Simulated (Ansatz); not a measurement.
A run for Ansatz (a quantum-chemistry and plane-wave program): R-r2SCAN/def2-TZVPPD on AsH3 (SMILES [AsH3]) with ghost functions, monomers drawn apart or pushed together. Files ending in .json are basis or fitting sets from the Basis Set Exchange.

Ansatz 0.2 input:
```yaml
crystal:
  periodic: [false, false, false]
  atoms:
    - {symbol: As, position_ang: [-0.87494227, 0.45432744, 6.02537212]}
    - {symbol: H, position_ang: [0.60984586, 0.11732651, 6.09620221]}
    - {symbol: H, position_ang: [-1.25817482, -1.01390542, 5.88139770]}
    - {symbol: H, position_ang: [-1.01968780, 0.40501252, 7.54335840]}
basis:
  gaussian:
    orbitals: def2-TZVPPD.json
    ghost_atoms:
      - {symbol: N, position_ang: [0.24158190, -0.23289790, -1.00821241]}
      - {symbol: N, position_ang: [0.46009790, -0.69625344, -0.04515045]}
hamiltonian:
  xc: {name: r2SCAN}
scf: {lower_state_search: off}
```

The head of its log:

```
WARN ansatz: RAYON_NUM_THREADS=2 ignored (pool sized by the plan → 2); use --threads N
Functional definition: r2SCAN
these checks for a lower state are left out or cut short: stability, starts, cluster_reference, orbital_swaps, neighbouring_geometries, increment
integrals: 0.07 GiB planned
938 factors; their error is unknown
mean field: 0.51 GiB planned
mean field evaluation 1: about -60889.2059 eV, gradient 1.3e1 eV
mean field evaluation 2: about -60889.4575 eV, gradient 8.1e0 eV
```

**Question.** What total energy does the run end on?

**Answer.** -2237.6503 hartree.
